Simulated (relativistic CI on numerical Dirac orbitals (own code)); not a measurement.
## Cu⁴⁺ in a cubic cluster: 1s photoemission with charge transfer

Computed with a charge-transfer multiplet model of a cubic metal-ligand cluster with up to 2 ligand holes, Slater and spin-orbit integrals from Dirac-Coulomb-Breit ions, Slater integrals scaled by 0.9. The ground state mixes d7 with configurations of k ligand holes L, whose averages lie at kΔ + k(k − 1)U_dd/2; a core hole lowers each added d electron by U_cd. 300 K, Lorentzian 1.1 eV and Gaussian 0.6 eV FWHM.

Atomic integrals in eV (Slater integrals scaled, ζ unscaled), ground: F2dd 13.318, F4dd 8.350, zeta_d 0.120; with the core hole: F2dd 14.730, F4dd 9.268, zeta_d 0.161, G2cd 0.094.

Cluster parameters (eV): Δ = 1.5, U_cd = 8.6, 10Dq = 1.65, 10Dq(ligand) = 1.5, V(eg) = 3.4, V(t2g) = -1.85, final-state hopping factor = 0.9.

```csv
Case,n_d,d7,d8L,d9L2,S
U_dd = 4.6 eV,7.75,0.36,0.53,0.11,0.52
U_dd = 6.7 eV,7.70,0.38,0.53,0.09,0.53
U_dd = 7.4 eV,7.69,0.39,0.53,0.08,0.53
U_dd = 8.1 eV,7.68,0.40,0.53,0.07,0.53
U_dd = 8.8 eV,7.67,0.40,0.53,0.07,0.53
```

Weights, n_d and S are thermal averages at 300 K. Binding energies count from the first peak over 30 % of the highest in each spectrum, which can be another peak from case to case. The parameters are a model scan and need not match a compound or its usual spin state. Peaks in eV (height, largest 100):
- U_dd = 4.6 eV: 0.0 (100), 10.1 (16), 11.0 (16)
- U_dd = 6.7 eV: 0.0 (100), 10.9 (17)
- U_dd = 7.4 eV: 0.0 (100), 10.9 (17)
- U_dd = 8.1 eV: 0.0 (100), 11.1 (17)
- U_dd = 8.8 eV: 0.0 (100), 11.2 (17)

For the case U_dd = 6.7 eV, Δ = 1.5 eV is smaller than U_dd = 6.7 eV, the charge-transfer side of the Zaanen-Sawatzky-Allen scheme. With the core hole the average of the configuration with one ligand hole lies at Δ − U_cd = -7.1 eV before mixing: it lies below the unscreened one, so the lowest final states are mostly screened and the unscreened weight appears at higher binding energy as a satellite.

With at most 2 ligand holes the space is cut while the next configuration still counts, so covalency is underestimated, and a final configuration with one more ligand hole, which can lie low, is missing from the spectra.
